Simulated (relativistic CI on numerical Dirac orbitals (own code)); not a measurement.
# Ni+: L2,3 absorption edge

Computed with this model: Dirac-Coulomb-Breit CI, KLI orbitals optimised for each configuration, a model potential for QED, multiplet model of core-to-valence dipole absorption, unscaled Slater integrals; configurations [Ar] 3d9 → [He] 2s2 2p5 3s2 3p6 3d10; 300 K; Lorentzian 0.6 eV and Gaussian 0.3 eV FWHM. Energies are those of the free ion, without screening or charge transfer. The branching ratio is the share of the lower-energy edge in the whole absorption, uncertain by about 0.02 where the edges overlap. S is read from ⟨S²⟩ = S(S + 1).

Field parameters in Wybourne normalisation: D3d B²₀ = −7Dσ, B⁴₀ = −14Dq − 21Dτ, B⁴₃ = −14√(10/7) Dq; D4h B²₀ = −7Ds, B⁴₀ = 21(Dq − Dt), B⁴₄ = 21√(5/14) Dq; Td as Oh with Dq negative (B⁴₀ = 21Dq, B⁴₄ = √(5/14) B⁴₀). The field is a parameter set, without covalency.

free ion: ground-state S = 0.50, centroid 852.51 eV. Peaks (eV, height): 852.5 (100).

Td, 10Dq = -8050 cm⁻¹: ground-state S = 0.50, centroid 853.19 eV, branching ratio 0.984. Peaks (eV, height): 852.9 (100).

D4h, 10Dq = 5550, Ds = 1690, Dt = 1000 cm⁻¹: ground-state S = 0.50, centroid 857.15 eV, branching ratio 0.768. Peaks (eV, height): 853.2 (100), 870.3 (31).

D3d, 10Dq = 13050, Dσ = 410, Dτ = 460 cm⁻¹: ground-state S = 0.50, centroid 858.43 eV, branching ratio 0.716. Peaks (eV, height): 853.5 (100), 870.7 (40).

D4h, 10Dq = 14900, Ds = 2360, Dt = -360 cm⁻¹: ground-state S = 0.50, centroid 859.19 eV, branching ratio 0.708. Peaks (eV, height): 854.2 (100), 871.4 (41).

D4h, 10Dq = 17450, Ds = 2350, Dt = -610 cm⁻¹: ground-state S = 0.50, centroid 859.49 eV, branching ratio 0.704. Peaks (eV, height): 854.4 (100), 871.6 (42).

The statistical ratio of this edge is 2/3 = 0.667. Values above it arise where the holes sit mainly in the j = l + 1/2 valence subshell or the ground state has high spin; values below it where core-valence Coulomb terms move weight to the upper edge, as in nearly empty shells.

Strongest unbroadened transitions for D4h, 10Dq = 14900, Ds = 2360, Dt = -360 cm⁻¹:

```
Energy (eV)  Relative strength
     854.18              100.0
     871.35               41.2
```
